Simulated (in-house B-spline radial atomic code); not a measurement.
**RPA and G0W0 on r2SCAN0: neutral zinc**

Configuration [Ar] 3d10 4s2, mean-field start r2SCAN0. Computed with a B-spline radial code for spherical atoms: all electrons, scalar-relativistic (spin-free one-electron X2C), finite nucleus, each spin shell either full or empty, empty states to l = 9 with an (l + 1/2)⁻⁴ tail; G0W0 by contour deformation at full frequency.

Command:
```bash
python run_gw.py task.json out
```
Settings (radii: box in bohr, nucleus in fm):
```
Z                        30
electrons                30
configuration            [Ar] 3d10 4s2
hamiltonian              x2c
method                   r2scan0
lmax                     9
rms_radius               3.9283
spin_polarised           False
box_radius               40
intervals                73
ion_configuration        [Ar] 3d10 4s1
```

Cost of the run: 7.2 s on 1 thread of Arm Neoverse V1 (shared host).

Energies (hartree):

```tsv
term	value
mean-field total	-1795.88880
Hartree-Fock functional on these orbitals	-1794.29769
direct second order	-2.733
second-order exchange	0.77858
SOSEX correction	0.68605
```

Q: What is the RPA correlation energy, and what remains with SOSEX?

A: RPA gives -2.2141 hartree (-2.01 eV per electron); RPA + SOSEX gives -1.528, and the second-order doubles -1.9544 hartree (no singles). SOSEX takes back 31 % of the RPA value.

Quasi-particle levels (eV):

```csv
level,occupied,mean field,Σx - vxc,Σc,QP weight,G0W0
4s,yes,-6.896,-1.24,?,?,?
```

G0W0 = mean field + (Σx - vxc) + Σc, with Σc (partial-wave tail included) taken at the quasi-particle energy. Only the outer levels were computed. Levels of low weight are left out.

Q: Where does G0W0 put 4s?

A: At -9.453 eV, with Σc = -1.31 eV and a quasi-particle weight of 0.906. The tabulated removal energy is 9.394 eV (NIST, measured); the calculation leaves out spin-orbit coupling, Breit and QED terms, and what these don't explain is the method's own error.

Q: What does it cost to remove one electron (to [Ar] 3d10 4s1) by differences of total energies, each species on its own start (correlation terms add to the Hartree-Fock functional)?

A: r2SCAN0 9.192 eV, Hartree-Fock functional 7.639 eV, + RPA 9.532 eV, + RPA + SOSEX 9.090 eV, + second order 10.288 eV. Tabulated: 9.394 eV (NIST, measured); the calculation leaves out spin-orbit coupling, Breit and QED terms, and what these don't explain is the method's own error.
